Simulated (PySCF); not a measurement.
Geometries of 5 isomers of C3H5FSe, from PBE0-D3(BJ)/def2-SVP geometry optimisation, gas phase (PySCF 2.14.0). One conformer each, no zero-point energy, no frequencies.

Question: Which isomer lies lowest at this level?
A.
```xyz
10
angstrom
C      1.406   -0.012    0.459
C      0.962   -0.981   -0.344
Se    -0.816   -1.238   -0.943
C     -1.492    0.538   -0.578
F     -1.686    0.782    0.749
H      0.746    0.737    0.903
H      2.469    0.044    0.708
H      1.640   -1.747   -0.736
H     -0.770    1.267   -0.979
H     -2.451    0.617   -1.113
```
B.
```xyz
10
angstrom
C     -1.973    0.400   -0.406
Se    -0.523    1.235    0.588
C      0.600   -0.280    0.735
C      1.831   -0.262    0.225
F      2.688   -1.260    0.404
H     -2.756    1.161   -0.524
H     -1.624    0.073   -1.394
H     -2.382   -0.451    0.155
H      0.260   -1.146    1.313
H      2.245    0.560   -0.367
```
C.
```xyz
10
angstrom
F     -1.820    0.914   -1.083
C     -0.753    0.853   -0.252
C     -0.388   -0.553    0.207
C      1.137   -0.455    0.107
Se     1.028    1.115   -1.086
H     -0.905    1.584    0.558
H     -0.788   -0.846    1.191
H     -0.779   -1.249   -0.549
H      1.626   -0.183    1.052
H      1.649   -1.321   -0.335
```
D.
```xyz
10
angstrom
C     -1.365    0.692   -0.491
C     -0.293    0.512    0.275
F      0.425    1.566    0.685
C      0.251   -0.770    0.781
Se     2.027   -1.201    0.049
H     -1.666    1.696   -0.796
H     -1.950   -0.164   -0.826
H      0.329   -0.753    1.878
H     -0.397   -1.605    0.488
H      2.644    0.029    0.566
```
E.
```xyz
10
angstrom
C      2.229    0.134    0.141
C      0.950    0.503    0.116
F      0.482    1.411    0.974
Se    -0.330   -0.097   -1.147
C     -1.823   -0.259    0.088
H      2.924    0.625    0.827
H      2.592   -0.646   -0.527
H     -1.964    0.692    0.615
H     -1.652   -1.076    0.801
H     -2.710   -0.478   -0.521
```

Answer: C. That is `C1[C@@H]([Se]C1)F`, 3.2 kcal/mol below the next.

```json
{"SMILES": "F[C@H]1CC[Se]1", "atoms numbered as above": "[F:1][C@H:2]1[CH2:3][CH2:4][Se:5]1", "E (Eh)": "-2617.72817", "relative (kcal/mol)": "0.0", "relative (kJ/mol)": "0.0", "dipole (D)": "2.29"}
{"SMILES": "C=C(F)C[SeH]", "atoms numbered as above": "[CH2:1]=[C:2]([F:3])[CH2:4][SeH:5]", "E (Eh)": "-2617.72308", "relative (kcal/mol)": "3.2", "relative (kJ/mol)": "13.4", "dipole (D)": "1.28"}
{"SMILES": "C=C(F)[Se]C", "atoms numbered as above": "[CH2:1]=[C:2]([F:3])[Se:4][CH3:5]", "E (Eh)": "-2617.71516", "relative (kcal/mol)": "8.2", "relative (kJ/mol)": "34.2", "dipole (D)": "1.00"}
{"SMILES": "C[Se]/C=C/F", "atoms numbered as above": "[CH3:1][Se:2]/[CH:3]=[CH:4]/[F:5]", "E (Eh)": "-2617.71350", "relative (kcal/mol)": "9.2", "relative (kJ/mol)": "38.5", "dipole (D)": "1.39"}
{"SMILES": "C=C[Se]CF", "atoms numbered as above": "[CH2:1]=[CH:2][Se:3][CH2:4][F:5]", "E (Eh)": "-2617.70729", "relative (kcal/mol)": "13.1", "relative (kJ/mol)": "54.8", "dipole (D)": "1.38"}
```

As drawn, the lowest has a four-membered ring, which the highest lacks; the highest has a C=C bond outside aromatic rings, which the lowest lacks.
